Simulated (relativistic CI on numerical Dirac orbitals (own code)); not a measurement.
## Ti+ in a cubic cluster: 3p photoemission with charge transfer

Computed with a charge-transfer multiplet model of a cubic metal-ligand cluster with up to one ligand hole, Slater and spin-orbit integrals from Dirac-Coulomb-Breit ions, Slater integrals scaled by 0.7. The ground state mixes d3 with configurations of k ligand holes L, whose averages lie at kΔ + k(k − 1)U_dd/2; a core hole lowers each added d electron by U_cd. 300 K, Lorentzian 0.9 eV and Gaussian 0.8 eV FWHM.

Atomic integrals in eV (Slater integrals scaled, ζ unscaled), ground: F2dd 4.733, F4dd 2.905, zeta_d 0.009; with the core hole: F2dd 5.891, F4dd 3.667, zeta_d 0.013, zeta_core 0.417, F2cd 6.646, G1cd 8.305, G3cd 4.992.

Cluster parameters (eV): U_dd = 5.4, U_cd = 7, 10Dq = 0.9, 10Dq(ligand) = 0.5, V(eg) = 1.9, V(t2g) = -1, final-state hopping factor = 1.

```
      Case   n_d    d3   d4L     S
Δ = 4.9 eV  3.24  0.76  0.24  1.50
Δ = 5.9 eV  3.21  0.79  0.21  1.50
Δ = 7.9 eV  3.15  0.85  0.15  1.50
```

Weights, n_d and S are thermal averages at 300 K. Binding energies count from the first peak over 30 % of the highest in each spectrum, which can be another peak from case to case. The parameters are a model scan and need not match a compound or its usual spin state. Peaks in eV (height, largest 100):
- Δ = 4.9 eV: 0.0 (100), 10.1 (26), 13.9 (12)
- Δ = 5.9 eV: 0.0 (100), 8.3 (20), 9.9 (21), 14.0 (10)
- Δ = 7.9 eV: 0.0 (100), 3.5 (31), 8.4 (18), 14.3 (7)

Curve for Δ = 7.9 eV (points under 2 left out, the grid thinned):

```tsv
E (eV)	Intensity
-3.9	2.4
-3.4	3.1
-2.9	4.2
-2.5	5.6
-2.0	8.7
-1.5	15.7
-1.0	34.7
-0.5	75.2
0.0	100.0
0.4	81.3
0.9	55.7
1.4	46.3
1.9	31.8
2.4	22.9
2.8	24.3
3.3	30.0
3.8	29.2
4.3	22.5
4.8	15.3
5.3	11.1
5.7	9.2
6.2	7.9
6.7	8.2
7.2	10.2
7.7	13.9
8.1	16.8
8.6	17.1
9.1	15.1
9.6	14.4
10.1	14.1
10.6	13.2
11.0	12.7
11.5	12.4
12.0	12.3
12.5	10.8
13.0	7.7
13.4	6.2
13.9	6.7
14.4	7.4
14.9	5.9
15.4	3.8
15.9	2.6
16.3	2.0
20.3	2.5
20.8	2.1
```

For the case Δ = 7.9 eV, Δ = 7.9 eV is larger than U_dd = 5.4 eV, the Mott-Hubbard side of the Zaanen-Sawatzky-Allen scheme. With the core hole the configuration with one ligand hole lies at Δ − U_cd = -2.1, -1.1, 0.9 eV from the one without, in the order of the table; where this is negative the screened configuration lies lower, though the effective hopping of about 4.1 eV (from the holes of the mixed ground state) mixes the two strongly wherever it is as large as the gap.

With at most 1 ligand hole the space is cut while the next configuration still counts, so covalency is underestimated, and a final configuration with one more ligand hole, which can lie low, is missing from the spectra.
